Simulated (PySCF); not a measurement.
## Correlation energy of B (boron, neutral)

[He] 2s2 2p1, 2P determinant. Computed with PySCF 2.14 in x2c-SVPall (3s2p1d, 14 functions), with the spin-free X2C one-electron Hamiltonian (Gaussian nucleus). Frozen: 1s2; 3 electrons correlated.

MP2 pair energies summed by pair of shells (mhartree):

| pair | energy | share (%) |
| --- | --- | --- |
| 2s-2s | -21.67 | 60.4 |
| 2s-2p | -14.21 | 39.6 |

Total MP2 correlation energy: -35.88 mhartree.

Same-spin part -2.33 and opposite-spin part -33.55 mhartree; SCS-MP2 scales them by 1/3 and 6/5 to -41.04 mhartree.

| level | correlation energy (mhartree) |
| --- | --- |
| CCSD | -56.90 |
| (T) | -0.85 |
| CCSD(T) | -57.75 |

Diagnostics: T1 = 0.011, D1 = 0.0216, largest double amplitude 0.138.

Cost of the coupled-cluster step: 0.07 s of wall time on 1 thread of Neoverse-V2 (shared host), for 3 correlated electrons.
